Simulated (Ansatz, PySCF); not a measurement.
Gas-phase reaction (SMILES): FCC(F)(F)F [1,1,1,2-tetrafluoroethane] + 4 C (CH4) → CC (C2H6) [ethane] + 4 CF (CH3F) [fluoromethane]; bond separation energy.

Geometries: B3LYP-D3(BJ)/def2-TZVP minima from Ansatz (an electronic-structure program), one conformer each, not searched for the lowest. Valence correlation only, unless marked. Spin-orbit coupling is left out. Non-relativistic. CBS(X,Y): correlation extrapolated as X^-3; Hartree-Fock from the larger set. The bracket is a focal-point correction in the basis named. Thermal terms are rigid-rotor harmonic-oscillator values from B3LYP-D3(BJ) frequencies (Ansatz or PySCF) at 298.15 K and 1 atm. 1 Eh = 627.5095 kcal/mol.

| species | E, RI-MP2/CBS(cc-pVTZ,cc-pVQZ)+[CCSD(T)-MP2]/cc-pVTZ (Ansatz) (Eh) | E, r2SCAN-D4/def2-TZVPD (Ansatz + dftd4) (Eh) | H - E (Eh) |
|---|---|---|---|
| FCC(F)(F)F | -476.45952 | -476.80008 | 0.05153 |
| C (CH4) | -40.46125 | -40.49957 | 0.04840 |
| CC (C2H6) | -79.71807 | -79.79874 | 0.07887 |
| CF (CH3F) | -139.63110 | -139.73272 | 0.04297 |

Problem. Work out ΔE and ΔH at 298.15 K at the first level, then ΔH at the second.

Solution. 
1. ΔE = [(-79.71807) + 4×(-139.63110)] - [(-476.45952) + 4×(-40.46125)] = 0.06205 Eh = 38.9 kcal/mol at RI-MP2/CBS(cc-pVTZ,cc-pVQZ)+[CCSD(T)-MP2]/cc-pVTZ.
2. The terms H - E add up to 0.00562 Eh, so ΔH = (0.06205 + (0.00562))×627.5095 = 42.5 kcal/mol.
3. At r2SCAN-D4/def2-TZVPD the same steps give ΔE = 43.1 and ΔH = 46.7 kcal/mol, a shift of +4.2 from the first level.
4. These values are not checked against measurement here, since the tables used lack a sound gas-phase enthalpy of formation for at least one species.
